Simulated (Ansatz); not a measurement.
A structure relaxed at PBE0-D4/def2-TZVP, charge 0, multiplicity 1:

```tsv
atom	x (Å)	y (Å)	z (Å)
C1	1.5273	1.0035	0.9488
N2	0.2097	0.6667	1.4555
Sn3	-0.7719	-0.8954	0.5960
Si4	-1.0163	-0.6180	-1.9551
H5	2.0006	1.7525	1.5924
H6	2.1685	0.1174	0.9748
H7	1.5497	1.3917	-0.0810
H8	-0.3729	1.4908	1.5214
H9	-2.2871	-0.9722	1.3824
H10	0.1774	-2.2675	0.9722
H11	0.3218	-0.4347	-2.5794
H12	-1.8460	0.5780	-2.2639
H13	-1.6609	-1.8129	-2.5641
```

Problem. Give its formula and SMILES.

Solution. CH9NSiSn, `C[NH][SnH2][SiH3]`.

Problem. Point group (tolerance 0.08 Å, 0.16 Å for H)?

Solution. C1.

Problem. Summarise the bond lengths by kind.

Solution. 1 × C–N 1.451 Å; 3 × C–H 1.094 to 1.101 Å; 1 × N–Sn 2.035 Å; 1 × H–N 1.011 Å; 1 × Si–Sn 2.578 Å; 2 × H–Sn 1.709 to 1.710 Å; 3 × H–Si 1.488 Å.

Computed with Ansatz.
